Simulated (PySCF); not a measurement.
# Two-component Hartree-Fock for Au⁴⁴⁺ (gold, charge +44)

Start: [Ar] 3d10 4s2 4p5; 4p1/2 filled at m_j = -1/2, +1/2; 4p3/2 filled at m_j = -1/2, +1/2, +3/2. Calculated with PySCF 2.14 in an uncontracted even-tempered set (16 s from 5.8 bohr⁻², ratio 2.8; 14 p from 7.5 bohr⁻², ratio 2.8; 8 d from 13 bohr⁻², ratio 2.8; 4 f from 35 bohr⁻², ratio 3): generalised Hartree-Fock with the X2C-1e Hamiltonian and a Gaussian nucleus; one run each with spin-orbit coupling (SO) switched off, then screened by Boettger's factors.

```tsv
spinor shell	electrons	ε, spin-free (eV)	ε, screened SO (eV)	weight of nominal j (screened SO)	rms radius, screened SO (bohr)
1s1/2	2	-83354.3	-83321.2	1.000	0.0190
2s1/2	2	-16642.6	-16631.2	1.000	0.0768
2p1/2	2	-14695.3	-16018.6	1.000	0.0650
2p3/2	4	-14695.3	-14173.5	1.000	0.0730
3s1/2	2	-5565.3	-5560.7	1.000	0.194
3p1/2	2	-4986.6	-5292.0	1.000	0.185
3p3/2	4	-4986.6	-4862.0	1.000	0.200
3d3/2	4	-4377.6	-4430.1	1.000	0.175
3d5/2	6	-4377.6	-4337.9	1.000	0.179
4s1/2	2	-2565.7	-2564.0	1.000	0.408
4p1/2	2	-2354.8	-2450.4	1.000	0.401
4p3/2	3	-2354.8	-2315.5	1.000	0.423
```

| quantity | spin-free | screened SO |
| --- | --- | --- |
| E (hartree) | -17696.41597 | -17727.54701 |
| M_J | 3/2 | 3/2 |
| ⟨J²⟩ | 3.751 | 3.751 |
| ⟨L²⟩ | 2.001 | 2.094 |
| ⟨S²⟩ | 0.750 | 0.844 |

Each row is a mean over spinors that exchange with the open shell spreads, by up to 13.649 eV (4s1/2).

Breit and QED terms are absent; they matter most for the inner s and p1/2 levels.

Densities and radii are taken from the X2C orbitals without a picture-change correction, which distorts them close to the nucleus.

Without spin-orbit coupling the j labels of p, d and f shells carry no meaning; the spin-free column gives the mean over the occupied spinors of each nl shell.
